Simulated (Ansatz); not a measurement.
Ansatz (an electronic-structure program) input:

Ansatz 0.2 input:
```yaml
crystal:
  periodic: [false, false, false]
  atoms:
    - {symbol: Hg, position_ang: [1.00974405, -0.53623860, -0.83008227]}
    - {symbol: Br, position_ang: [-0.74545855, 2.04903393, -1.05689648]}
    - {symbol: Br, position_ang: [-0.26900392, -1.53841293, 1.84888818]}
basis:
  gaussian:
    orbitals: def2-TZVP
hamiltonian:
  xc: b3lyp
  dispersion: d3bj
magnetization: {spin_polarized: true, initial_magnetization: 2}
relax: {f_tol: 0.002, max_steps: 150}
```

Task: What final total energy does it print?

Result: -5301.91351 Eh (B3LYP-D3(BJ)/def2-TZVP). The basis has 139 functions.

The spin state was set by rule; other spins were not relaxed.
